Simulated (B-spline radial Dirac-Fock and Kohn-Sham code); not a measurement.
# Electron momentum distribution of Xe³⁺: Compton profiles

System: xenon as Xe³⁺ in the configuration [Kr] 4d10 5s2 5p3.

Level of theory: the impulse approximation on Dirac-Fock densities; a radial atomic solver. pz is in atomic units of momentum; subshell profiles are per electron, for a selection of subshells; open shells are spread over both j values by their weights.

```
  pz    J total   J 3s1/2   J 3p1/2   J 4p3/2   J 5p3/2
   0      7.480     0.123    0.0729     0.182     0.486
 0.1      7.446     0.123    0.0729     0.182     0.486
0.14      7.413     0.123    0.0729     0.182     0.486
0.21      7.331     0.122    0.0729     0.182     0.484
 0.3      7.178     0.122    0.0729     0.182     0.478
0.43      6.876     0.121    0.0729     0.182     0.457
0.62      6.312     0.120    0.0729     0.181     0.391
0.89      5.471     0.116    0.0728     0.177     0.252
 1.3      4.557     0.109    0.0726     0.163    0.0828
 1.8      3.905    0.0975    0.0720     0.133    0.0221
 2.6      2.943    0.0761    0.0694    0.0739    0.0176
 3.8      1.826    0.0454    0.0611    0.0203   0.00589
 5.5      1.167    0.0183    0.0424   0.00916   0.00122
 7.9     0.7529   0.00879    0.0179   0.00651  0.000938
  11     0.4318   0.00810   0.00456   0.00155  0.000234
  16     0.1980   0.00325   0.00241  0.000466  6.02e-05
  23    0.08236  0.000446   0.00173  0.000337  4.43e-05
  34    0.02823  0.000254  0.000492  8.64e-05  1.14e-05
  49   0.009371  0.000143  8.43e-05  1.27e-05  1.67e-06
  70   0.002751  4.33e-05  1.11e-05  1.37e-06    < 1e-6
 100  0.0006748  9.54e-06  1.31e-06    < 1e-6    < 1e-6
```

J(0) = 7.480. The 5s1/2 subshell gives the largest part, 19 %.

Mean momentum ⟨p⟩ by subshell (a.u.): 1s1/2 50.3, 2s1/2 17.8, 2p1/2 23.8, 2p3/2 22.5, 3s1/2 8.73, 3p1/2 10.4, 3p3/2 10.0, 3d3/2 12.0, 3d5/2 11.8, 4s1/2 4.17, 4p1/2 4.61, 4p3/2 4.45, 4d3/2 4.62, 4d5/2 4.56, 5s1/2 1.61, 5p1/2 1.68, 5p3/2 1.62.

Values without a named source are computed, but for edge energies of neutral atoms, which are taken from tables.
